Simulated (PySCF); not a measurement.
PySCF 2.14 output of a UHF calculation on a single atom or ion in x2c-TZVPPall with one added diffuse shell each of s, p, d type (7s6p5d1f, 57 functions), with the spin-free X2C one-electron Hamiltonian (Gaussian nucleus):

```
SCF conv_tol = 1e-09
number electrons alpha = 15  beta = 14
cycle= 1 E= -1940.65308788511  delta_E= -2.07e-05  |g|= 0.00192  |ddm|= 0.0073
cycle= 2 E= -1940.65309128847  delta_E= -3.4e-06  |g|= 0.000815  |ddm|= 0.00268
cycle= 3 E= -1940.65309202663  delta_E= -7.38e-07  |g|= 3.39e-05  |ddm|= 0.00188
cycle= 4 E= -1940.65309202715  delta_E= -5.12e-10  |g|= 9.44e-06  |ddm|= 4.7e-05
converged SCF energy = -1940.65309202715  <S^2> = 0.75001652  2S+1 = 2.0000165
```

The run itself started from symmetry-adapted Hartree-Fock orbitals and held the occupation by maximum overlap, so the iterations belong to that start.

Problem. Which element, charge and spin multiplicity is this?

Solution. Ga²⁺ (gallium, charge +2), multiplicity 2; the state was [Ar] 3d10 4d1, 2D determinant (an excited configuration).

The outer electron is Rydberg-like, and this basis confines it to a smaller radius and binds it less than a complete one would.
